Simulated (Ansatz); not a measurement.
Born–Oppenheimer molecular dynamics of C2H6O2Zn (11 atoms, charge 0, multiplicity 1). It starts at the highest image of a converged band. Of that band: Neighbouring images differ by up to 3.2 eV, so the band resolves the path poorly. A vibrational analysis at the climbing image gives one clearly imaginary mode, 889i cm⁻¹: a first-order saddle point.

Method: RKS BLYP-D4/def2-SVP (Ansatz).

| Item | Value |
| --- | --- |
| ensemble | NVE (velocity Verlet) |
| time step | 0.5 fs |
| steps asked | 200 |
| starting velocities drawn for | 100 K |
| seed | 4863 |

First frame:

```xyz
11
Properties=species:S:1:pos:R:3
C -0.567 -0.857 2.561
O 0.033 0.109 1.711
Zn 0.345 -0.151 -0.034
O 0.750 -0.102 -1.837
C 0.451 1.233 -2.873
H -0.593 -0.440 3.594
H -1.621 -1.101 2.283
H -0.004 -1.820 2.614
H -0.291 0.804 -3.581
H 1.595 0.364 -2.205
H -0.097 1.961 -2.232
```

**Question.** How far do the bonds stretch over the last three quarters of this one trajectory? (Pairs bonded in most of those frames.)

**Answer.** 
| bond | mean (Å) | spread (Å) | shortest | longest |
| --- | --- | --- | --- | --- |
| C1–O2 | 1.414 | 0.005 | 1.40 | 1.42 |
| C1–H6 | 1.116 | 0.002 | 1.11 | 1.12 |
| C1–H7 | 1.120 | 0.018 | 1.09 | 1.15 |
| C1–H8 | 1.121 | 0.016 | 1.10 | 1.14 |
| O2–Zn3 | 1.837 | 0.022 | 1.79 | 1.87 |
| Zn3–O4 | 2.146 | 0.199 | 1.87 | 2.56 |
| O4–C5 | 1.464 | 0.080 | 1.31 | 1.64 |
| O4–H10 | 0.978 | 0.004 | 0.97 | 0.99 |
| C5–H9 | 1.110 | 0.006 | 1.10 | 1.12 |
| C5–H11 | 1.107 | 0.007 | 1.09 | 1.12 |

Mean temperature of the second half: 265 K. The conserved energy stayed within 0.046 meV per atom of its start (net change 0.015 meV per atom), so the integration is sound. The kinetic energy rose, since the run started high on the potential surface and went downhill. It ends in pieces (CH3O + CH3OZn), so much of that is their flight and rotation, not heat. A run of 0.1 ps of so small a system gives no equilibrium averages. The orbitals stay closed-shell, which can raise the energy where a bond breaks towards radicals; this wasn't checked here.

The run took 6.8 min on 2 threads of Intel(R) Xeon(R) Platinum 8488C (Sapphire Rapids), on a shared host, peak memory 0.19 GiB.
